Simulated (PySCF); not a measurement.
C4H5NO, SMILES Nc1ccco1. Geometry optimised at PBE-D3(BJ)/def2-SVP. One conformer was computed; it need not be the lowest.

Calculation: PBE-D3(BJ)/def2-SVP in PySCF.

Harmonic wavenumbers (cm⁻¹): 180, 277, 393, 590, 595, 636, 674, 692, 727, 831, 872, 940, 987, 1033, 1095, 1147, 1223, 1300, 1423, 1526, 1551, 1640, 3183, 3198, 3226, 3474, 3584. Rotational constants (GHz): 8.862, 3.665, 2.600; symmetry number 1.

Task: Work out the zero-point energy and the ideal-gas rigid-rotor harmonic-oscillator thermochemistry at 298.15 K and 1 atm.

Result: ZPE = ½ Σ hcν = ½ × 36996 cm⁻¹ = 221.29 kJ/mol. H − E(el) = 237.79 kJ/mol. Entropy in J/(mol K): translation 163.87, rotation 107.72, vibration 33.38, total 304.97. G − E(el) = 146.86 kJ/mol. Cp = 92.18 J/(mol K).
